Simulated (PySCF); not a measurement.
## Stationary points of [CeO2]-

These are results of PBE0/[Ce def2-SVP with ECP28, O def2-SVP], scalar-relativistic core potentials, density fitting, no spin–orbit coupling, PySCF, not measurements.

Relaxations began from a few typed shapes; open shells are unrestricted. The search is not exhaustive: other isomers or separated fragments can lie lower, and high-lying points may rest on an excited occupation.

(1) Which is the lowest minimum found?
A. doublet C2v: Ce–O 1.821 Å (×2); O–Ce–O 114.6°
B. doublet D∞h: Ce–O 1.817 Å (×2); O–Ce–O 180.0°

## Answers

(1) A. The others lie at 42.7 (doublet D∞h, a saddle point) kJ/mol above it.

For the lowest minimum: the highest occupied level lies above zero, a sign of self-interaction error or too small a basis; response properties are unreliable. Other spin states or occupations of the open shell can lie lower. The pruned grid is coarse for the open f shell: energies are uncertain by about 2 kJ/mol and soft modes are noisy. The lowest empty level of this anion is unbound, so it and the gap depend on the basis. The basis has no diffuse functions, which an anion would want. With an element this heavy the missing spin–orbit coupling can shift these numbers.
